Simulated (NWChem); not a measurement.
System: WH$_{2}$O$_{4}$, triplet; SMILES of the neutral closed-shell parent [W](=[O])(=[O])([OH])[OH]

Excerpt of the output:

```
             Northwest Computational Chemistry Package (NWChem) 7.3.0
             --------------------------------------------------------

 C2  symmetry detected

                             Geometry "geometry" -> ""
                             -------------------------

 Output coordinates in angstroms (scale by  1.889725989 to convert to a.u.)

  No.       Tag          Charge          X              Y              Z
 ---- ---------------- ---------- -------------- -------------- --------------
    1 W                   74.0000     0.00000000     0.00000000     0.00791252
    2 O                    8.0000     0.84270245    -0.90665352     1.32185352
    3 O                    8.0000    -0.84270245     0.90665352     1.32185352
    4 O                    8.0000    -0.43781590    -1.40004415    -1.20819448
    5 H                    1.0000    -1.18346633    -2.02600597    -1.20203548
    6 O                    8.0000     0.43781590     1.40004415    -1.20819448
    7 H                    1.0000     1.18346633     2.02600597    -1.20203548

 Effective nuclear repulsion energy (a.u.)     789.6707431015

      Symmetry information
      --------------------

 Group name             C2
 Group number              4
 Group order               2
 No. of unique centers     4

 Summary of "ao basis" -> "ao basis" (spherical)
 ------------------------------------------------------------------------------
       Tag                 Description            Shells   Functions and Types
 ---------------- ------------------------------  ------  ---------------------
 W                          def2-svp                12       32   6s3p2d1f
 O                          def2-svp                 6       14   3s2p1d
 H                          def2-svp                 3        5   2s1p

      Symmetry analysis of basis
      --------------------------

        a          51
        b          47

            General Information
            -------------------
          SCF calculation type: DFT
          Wavefunction type:  spin polarized.
          No. of atoms     :     7
          No. of electrons :    48
           Alpha electrons :    25
            Beta electrons :    23
          Charge           :     0
          Spin multiplicity:     3
          Use of symmetry is: on ; symmetry adaption is: on
          Maximum number of iterations: 150
          AO basis - number of functions:    98
                     number of shells:    42
          Convergence on energy requested:  1.00D-06
          Convergence on density requested:  1.00D-05
          Convergence on gradient requested:  5.00D-04

              XC Information
              --------------
                     Hartree-Fock (Exact) Exchange  1.000
                     LC-wPBE(h)Exchange Functional  1.000
            Perdew 1991 LDA Correlation Functional  1.000 local
           PerdewBurkeErnz. Correlation Functional  1.000 non-local

           Range-Separation Parameters
           ---------------------------
           Alpha           :  0.00
           Beta            :  1.00
           Gamma           :  0.40
           Short-Range HF  :     F

             Grid Information
             ----------------
          Grid used for XC integration:  medium
          Radial quadrature: Mura-Knowles
          Angular quadrature: Lebedev.
          Tag              B.-S. Rad. Rad. Pts. Rad. Cut. Ang. Pts.
          ---              ---------- --------- --------- ---------
          W                   1.35      123           9.0       590
          O                   0.60       49          10.0       434
          H                   0.35       45          12.0       434
          Grid pruning is: on
          Number of quadrature shells:   266
          Spatial weights used:  Erf1

      Superposition of Atomic Density Guess
      -------------------------------------

 Sum of atomic energies:        -372.93978998

      Non-variational initial energy
      ------------------------------

 Total energy =    -365.998803
 1-e energy   =    -957.974111
 2-e energy   =     374.389151
 HOMO         =      -0.421551
 LUMO         =      -0.093261

   Symmetry analysis of molecular orbitals - initial alpha
   -------------------------------------------------------

  Numbering of irreducible representations:

     1 a           2 b

  Orbital symmetries:

     1 a           2 b           3 a           4 b           5 a
     6 a           7 b           8 b           9 a          10 b
    11 a          12 b          13 a          14 b          15 a
    16 a          17 b          18 b          19 a          20 a
    21 b          22 b          23 a          24 b          25 a
    26 a          27 a          28 b          29 a          30 b
    31 b          32 a          33 b          34 a          35 b

   Symmetry analysis of molecular orbitals - initial beta
   ------------------------------------------------------

  Numbering of irreducible representations:

     1 a           2 b

  Orbital symmetries:

     1 a           2 b           3 a           4 b           5 a
     6 a           7 b           8 b           9 a          10 b
    11 a          12 b          13 a          14 b          15 a
    16 a          17 b          18 b          19 a          20 a
    21 b          22 b          23 a          24 b          25 a
    26 a          27 a          28 b          29 a          30 b
    31 b          32 a          33 b          34 a          35 b

     ---------------------------------------------
      Total Density - Mulliken Population Analysis
     ---------------------------------------------

    Atom       Charge   Shell Charges
 -----------   ------   -------------------------------------------------------
    1 W   14    11.46   0.04 -0.35  1.80  0.54  0.38  0.44  5.50  0.57  0.12  1.89  0.38  0.15
    2 O    8     8.79   1.99  1.16  0.76  2.93  1.94  0.01
    3 O    8     8.79   1.99  1.16  0.76  2.93  1.94  0.01
    4 O    8     8.85   1.99  1.11  0.67  3.09  1.99  0.00
    5 H    1     0.63   0.51  0.06  0.06
    6 O    8     8.85   1.99  1.11  0.67  3.09  1.99  0.00
    7 H    1     0.63   0.51  0.06  0.06

     --------------------------------------------
      Spin Density - Mulliken Population Analysis
     --------------------------------------------

    Atom       Charge   Shell Charges
 -----------   ------   -------------------------------------------------------
    1 W   14     0.96   0.00 -0.00  0.01 -0.01  0.09  0.40  0.00  0.00  0.01  0.37  0.08  0.02
    2 O    8     0.49   0.00  0.00 -0.01  0.31  0.18  0.00
    3 O    8     0.49   0.00  0.00 -0.01  0.31  0.18  0.00
    4 O    8     0.03   0.00  0.00 -0.01  0.03  0.01  0.00
    5 H    1    -0.00   0.00 -0.00  0.00
    6 O    8     0.03   0.00  0.00 -0.01  0.03  0.01  0.00
    7 H    1    -0.00   0.00 -0.00  0.00

   convergence    iter        energy       DeltaE   RMS-Dens  Diis-err
 ---------------- ----- ----------------- --------- --------- ---------
 d= 0,ls=0.0,diis     1   -368.3745971396 -5.86D+02  1.79D-02  8.45D-01
                                                     1.62D-02  8.08D-01
 d= 0,ls=0.0,diis     2   -367.3470795501  1.03D+00  1.01D-02  3.95D+00
                                                     1.03D-02  3.79D+00
 d= 0,ls=0.0,diis     3   -368.7870375005 -1.44D+00  1.78D-03  3.45D-02
                                                     1.58D-03  3.87D-02
 d= 0,ls=0.0,diis     4   -368.7984620542 -1.14D-02  1.26D-03  2.13D-02
                                                     6.34D-04  1.56D-02
 d= 0,ls=0.0,diis     5   -368.8076130229 -9.15D-03  9.17D-04  5.90D-04
                                                     3.68D-04  3.57D-04
  Resetting Diis
 d= 0,ls=0.0,diis     6   -368.8090400023 -1.43D-03  4.49D-04  1.08D-04
                                                     2.41D-04  1.11D-04
 d= 0,ls=0.0,diis     7   -368.8093881460 -3.48D-04  8.62D-05  1.30D-05
                                                     7.82D-05  2.25D-05
 d= 0,ls=0.0,diis     8   -368.8094372846 -4.91D-05  4.81D-05  6.70D-06
                                                     5.60D-05  1.15D-05
 d= 0,ls=0.0,diis     9   -368.8094625812 -2.53D-05  7.87D-05  2.42D-06
                                                     1.05D-04  7.06D-06
 d= 0,ls=0.0,diis    10   -368.8094895481 -2.70D-05  2.44D-05  1.75D-06
                                                     3.19D-05  2.13D-06
 d= 0,ls=0.0,diis    11   -368.8094938659 -4.32D-06  2.36D-05  3.15D-07
                                                     3.07D-05  5.55D-07
 d= 0,ls=0.0,diis    12   -368.8094961955 -2.33D-06  9.99D-06  1.73D-07
                                                     1.13D-05  2.56D-07
 d= 0,ls=0.0,diis    13   -368.8094966899 -4.94D-07  9.30D-06  5.13D-08
                                                     1.02D-05  6.35D-08
 d= 0,ls=0.0,diis    14   -368.8094969329 -2.43D-07  3.12D-06  5.22D-09
                                                     3.30D-06  9.27D-09

         Total DFT energy =     -368.809496932912
      One electron energy =     -961.380891528433
           Coulomb energy =      417.340670994310
    Exchange-Corr. energy =      -42.355433216099
 Nuclear repulsion energy =      217.586156817310

 Numeric. integr. density =       47.999994534855

                  Occupations of the irreducible representations
                  ----------------------------------------------

                     irrep           alpha         beta
                     --------     --------     --------
                     a                13.0         12.0
                     b                12.0         11.0

                    DFT Final Alpha Molecular Orbital Analysis
                    ------------------------------------------

[...]
```

Level: LC-wPBE (HJS exchange hole, range parameter 0.4 per bohr)/def2-SVP with def2 effective core potentials on W, spin-unrestricted. In the optimisation the excess spin sits in a and b (C2, its own frame). Structure relaxed at the PBE-D3(BJ)/def2-SVP, spin-unrestricted level. Not confirmed as a minimum by frequencies. The spin multiplicity was typed, not searched, and may not be the lowest. No stability test was run on the SCF state. def2 effective core potentials on W; no spin-orbit coupling.

### Question
Which NWChem input produces such a log?

### Answer
Several could match; the one computed here: the input that was run:
```
start job
memory heap 200 mb stack 900 mb global 1100 mb
geometry units angstroms noautoz
  W      0.000000     0.000000    -0.175646
  O      0.992582    -0.739560     1.138295
  O     -0.992582     0.739560     1.138295
  O     -0.177779    -1.456091    -1.391753
  H     -0.798125    -2.206420    -1.385594
  O      0.177779     1.456091    -1.391753
  H      0.798125     2.206420    -1.385594
end
basis spherical
  W library def2-svp
  O library def2-svp
  H library def2-svp
end
ecp
  W library def2-ecp
end
dft
  odft
  mult 3
  xc xwpbe 1.00 cpbe96 1.0 hfexch 1.00
  cam 0.4 cam_alpha 0.0 cam_beta 1.0
  iterations 150
  mulliken
end
task dft energy
```
